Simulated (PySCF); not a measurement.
Compound: hexafluoropropylene, C3F6.
InChI=1S/C3F6/c4-1(2(5)6)3(7,8)9

Method used: CAM-B3LYP/def2-SVPD in PySCF (dipole) on a GFN2-xTB geometry, gas phase.

Masses are those of the commonest isotopes; rigid-rotor values at the optimised geometry. 

What are A, B and C (GHz)?

Ia = 198.08, Ib = 405.62, Ic = 516.01 u·Å²; 505379 MHz·u·Å²/I gives 2551, 1246 and 979.4 MHz, that is A = 2.5514, B = 1.2459, C = 0.9794 GHz.

What kind of rotor is it?

An asymmetric top: κ = (2 × 1246 − 2551 − 979.4)/(2551 − 979.4) = -0.66.

Is it planar, by Δ = Ic − Ia − Ib?

Not planar: Δ = Ic − Ia − Ib = -87.70 u·Å². For a rigid frame Δ = −2 Σ m c², so Σ m c² = 43.85 u·Å² lies off the ab plane. The atom farthest from that plane is 1.09 Å away.

Give the other two planar moments, Paa and Pbb, and the rms extents of the mass along the axes.

Paa = Σ m a² = (Ib + Ic − Ia)/2 = 361.77 and Pbb = Σ m b² = (Ia + Ic − Ib)/2 = 154.23 u·Å². With the mass M = 149.99 u, the rms extents √(P/M) along a, b and c are 1.55, 1.01, 0.54 Å.

Give the coordinates in the principal-axis frame, origin at the centre of mass.

The sense of each axis is arbitrary; atoms in the order of the calculation.
```json
{"atom": "F1", "mass (u)": "18.998", "a (Å)": "1.539", "b (Å)": "1.459", "c (Å)": "0.002"}
{"atom": "C2", "mass (u)": "12.000", "a (Å)": "1.417", "b (Å)": "0.154", "c (Å)": "0.000"}
{"atom": "F3", "mass (u)": "18.998", "a (Å)": "2.590", "b (Å)": "-0.433", "c (Å)": "-0.002"}
{"atom": "C4", "mass (u)": "12.000", "a (Å)": "0.257", "b (Å)": "-0.501", "c (Å)": "0.002"}
{"atom": "F5", "mass (u)": "18.998", "a (Å)": "0.242", "b (Å)": "-1.839", "c (Å)": "0.003"}
{"atom": "C6", "mass (u)": "12.000", "a (Å)": "-1.125", "b (Å)": "0.123", "c (Å)": "0.000"}
{"atom": "F7", "mass (u)": "18.998", "a (Å)": "-1.814", "b (Å)": "-0.218", "c (Å)": "1.091"}
{"atom": "F8", "mass (u)": "18.998", "a (Å)": "-1.834", "b (Å)": "-0.279", "c (Å)": "-1.057"}
{"atom": "F9", "mass (u)": "18.998", "a (Å)": "-1.070", "b (Å)": "1.453", "c (Å)": "-0.038"}
```

Where do the levels up to J = 3 lie, in cm⁻¹?

Above 0(0,0):
J = 1: 1(0,1) 0.0742, 1(1,1) 0.1178, 1(1,0) 0.1267
J = 2: 2(0,2) 0.2215, 2(1,2) 0.2573, 2(1,1) 0.2840, 2(2,1) 0.4147, 2(2,0) 0.4159
J = 3: 3(0,3) 0.4394, 3(1,3) 0.4660, 3(1,2) 0.5192, 3(2,2) 0.6373, 3(2,1) 0.6433, 3(3,1) 0.8780, 3(3,0) 0.8781
Those of J = 1 are B + C, A + C and A + B.

Predict some low-J microwave lines.

The dipole components are |μa| = 1.00 D, |μb| = 0.24 D, |μc| = 0.00 D; the mirror of this Cs structure is the ab plane, so μc vanishes by symmetry and there are no c-type lines. Intensities carry the squares of the components, which stand as 1.00 : 0.06 (a : b). Some lines, for components of 0.1 D or more:

| type | branch | J(Ka,Kc) | MHz | lower level (cm⁻¹) |
| --- | --- | --- | --- | --- |
| a | Q | 2(1,1) ← 2(1,2) | 800 | 0.257 |
| b | Q | 1(1,0) ← 1(0,1) | 1572 | 0.074 |
| b | Q | 2(1,1) ← 2(0,2) | 1875 | 0.221 |
| b | R | 2(0,2) ← 1(1,1) | 3108 | 0.118 |
| b | R | 1(1,1) ← 0(0,0) | 3531 | 0.000 |
| b | Q | 2(2,0) ← 2(1,1) | 3953 | 0.284 |
| a | R | 2(0,2) ← 1(0,1) | 4414 | 0.074 |
| b | Q | 2(2,1) ← 2(1,2) | 4716 | 0.257 |
| a | R | 2(1,1) ← 1(1,0) | 4717 | 0.127 |
| b | R | 2(1,2) ← 1(0,1) | 5490 | 0.074 |
| b | R | 2(2,1) ← 1(1,0) | 8634 | 0.127 |
| b | R | 2(2,0) ← 1(1,1) | 8937 | 0.118 |

Estimate the classical rotational partition function at 50 K, 100 K and 298.15 K.

Point group Cs, symmetry number σ = 1; q = (√π/σ)·√((kT/h)³/(ABC)), k/h = 20836.6 MHz/K: 33800 at 50 K, 95500 at 100 K, 492000 at 298.15 K.

GFN2-xTB frequencies: not computed here. No vibrational averaging or centrifugal distortion is included, and the geometry carries the error of its method.

The values belong to the conformer `[F:1][C:2]([F:3])=[C:4]([F:5])[C:6]([F:7])([F:8])[F:9]`: C2–C4–C6–F7 -119°.
